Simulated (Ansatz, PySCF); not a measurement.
Al(Cl)2(SeH) (AlCl₂HSe), SMILES [SeH][Al]([Cl])[Cl]. Atoms are numbered in the order given.

```xyz
5

Al    -0.0062     0.5383     0.0000
Cl     1.7848     1.6247     0.0000
Cl    -1.8366     1.5617     0.0000
Se     0.0895    -1.7594     0.0000
H     -1.3842    -1.8588     0.0000
```

Geometry optimised at B3LYP-D3(BJ)/def2-SVP. Other conformers were not sampled.

Two levels are set side by side: PBE-D3(BJ)/def2-SVP (Ansatz, a quantum-chemistry and plane-wave program) and B3LYP-D3(BJ)/def2-SVP (Ansatz). Each level has its own optimised geometry; the coordinates shown are those of the second. Frequencies come from the Hessian of PySCF at each geometry. Differences are taken from unrounded values.

```tsv
quantity	B3LYP-D3(BJ)
mean bond length (Å)	1.992
bond Al1–Cl2 (Å)	2.095
bond Al1–Cl3 (Å)	2.097
bond Al1–Se4 (Å)	2.300
bond Se4–H5 (Å)	1.477
highest harmonic wavenumber (cm⁻¹)	2408
mean harmonic wavenumber (cm⁻¹)	572
zero-point energy (kcal/mol)	7.36
```

Problem. What does PBE-D3(BJ) give, and how far is it from B3LYP-D3(BJ)? (Estimate from the structure and the level; the computed values follow.)

Solution. 
```csv
quantity,PBE-D3(BJ),PBE-D3(BJ) minus B3LYP-D3(BJ)
mean bond length (Å),2.001,0.009
bond Al1–Cl2 (Å),2.103,0.008
bond Al1–Cl3 (Å),2.106,0.009
bond Al1–Se4 (Å),2.307,0.008
bond Se4–H5 (Å),1.487,0.010
highest harmonic wavenumber (cm⁻¹),2357,-51
mean harmonic wavenumber (cm⁻¹),557,-14
zero-point energy (kcal/mol),7.17,-0.19
```

GGA bonds tend to be longer and softer than those of functionals with exact exchange. Differences between two approximate levels are no errors against the true value.
